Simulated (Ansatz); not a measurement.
Abridged output of a molecular run in Ansatz:

```
Functional definition: HF
1537 factors; integrals over basis functions are off by at most 9.8e-4 eV
mean field evaluation 1: about -51616.2983 eV, gradient 2.1e1 eV
mean field evaluation 2: about -51616.6891 eV, gradient 2.2e1 eV
mean field evaluation 4: about -51618.5649 eV, gradient 3.0e0 eV
mean field evaluation 8: about -51618.6113 eV, gradient 1.8e-1 eV
mean field -51618.61156841 eV, -1896.9489867874 hartree, gradient 4.2e-6 eV, S^2 0.000000; 0 other end points of the search recorded, 0 dependent functions left out
25 core orbitals not correlated: weight in the atoms' cores, before any rotation towards them, 1.000 or more for the frozen orbitals, at most 0.000 for the correlated occupied ones
reference -51618.61156841 eV, -1896.9489867874 hartree; 16, 16 occupied and 225, 225 virtual orbitals, 1537 factors
second order -21.63395236 eV of doubles, -0.00000000 eV of singles
cycle   1  -22.94872046 eV  change    -1.3e0 eV  update   9.9e-2
cycle   2  -23.52152189 eV  change   -5.7e-1 eV  update   2.8e-2
cycle   3  -23.60777510 eV  change   -8.6e-2 eV  update   1.2e-2
cycle   4  -23.59762723 eV  change    1.0e-2 eV  update   3.0e-3
cycle   5  -23.59626709 eV  change    1.4e-3 eV  update   1.1e-3
cycle   6  -23.59618258 eV  change    8.5e-5 eV  update   3.4e-4
cycle   7  -23.59608729 eV  change    9.5e-5 eV  update   1.2e-4
cycle   8  -23.59610575 eV  change   -1.8e-5 eV  update   4.1e-5
cycle   9  -23.59611992 eV  change   -1.4e-5 eV  update   1.6e-5
perturbative correction -1.03356314 eV, -0.0379827447 hartree
Total energy: -51643.24125147 eV, -1897.8541109452 hartree
```

Its atoms:

Z-matrix (Å, degrees):
```
Si
S 1 2.135
Cl 1 2.044 2 106.7
H 1 1.480 2 110.5 3 -118.0
H 1 1.479 2 111.2 3 118.4
Si 2 2.123 1 97.8 3 -179.2
Cl 6 2.052 2 112.3 1 75.7
H 6 1.481 2 110.6 1 -43.5
H 6 1.477 2 106.3 1 -165.6
```

(1) Which basis set was used?
A. def2-QZVPP
B. def2-TZVPP
C. def2-TZVPPD
D. def2-SVP

(2) Write the keys of the input that set method, charge and spin (a neutral closed shell needs none for the last two).

## Answers

(1) B. It gives 266 functions.

(2) 
```yaml
correlation: {method: ccsd_t}
```
